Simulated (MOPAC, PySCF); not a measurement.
C4H4OS, SMILES `O=C1CC=CS1`, neutral singlet in the gas phase. 

Z-matrix (Å, degrees):
```
C
H 1 1.1036
H 1 1.1036 2 105.88
C 1 1.4897 2 113.01 3 -124.21
C 4 1.3417 1 114.75 2 -119.90
H 5 1.0887 4 126.21 1 -179.99
H 4 1.0895 5 122.99 6 0.00
C 1 1.5286 2 107.70 3 115.00
O 8 1.2068 1 126.91 2 -56.90
S 5 1.7588 6 118.27 4 -179.98
```
Charge 0, multiplicity 1.

All levels are single points at this geometry (PBE-D3(BJ)/def2-TZVP); Pople sets use spherical d functions. Orbital energies aren't observables, and empty levels follow the basis.

BP86/6-31G* in PySCF gives HOMO (eV) = -5.56.

Task: Estimate the HOMO (eV) from each of these levels: PBE-D3(BJ)/def2-TZVP in PySCF; B3LYP/3-21G in PySCF; B3LYP/LANL2DZ in PySCF; PBE/6-31G* in PySCF; SVWN5/6-31G* in PySCF; HF/3-21G in PySCF; HF/STO-3G in PySCF; PM7 in MOPAC.

Result: 
```json
[
 {"level": "PBE-D3(BJ)/def2-TZVP in PySCF", "HOMO (eV)": "-5.72"},
 {"level": "B3LYP/3-21G in PySCF", "HOMO (eV)": "-6.35"},
 {"level": "B3LYP/LANL2DZ in PySCF", "HOMO (eV)": "-6.61"},
 {"level": "PBE/6-31G* in PySCF", "HOMO (eV)": "-5.46"},
 {"level": "SVWN5/6-31G* in PySCF", "HOMO (eV)": "-5.59"},
 {"level": "HF/3-21G in PySCF", "HOMO (eV)": "-9.11"},
 {"level": "HF/STO-3G in PySCF", "HOMO (eV)": "-6.52"},
 {"level": "PM7 in MOPAC", "HOMO (eV)": "-9.12"}
]
```
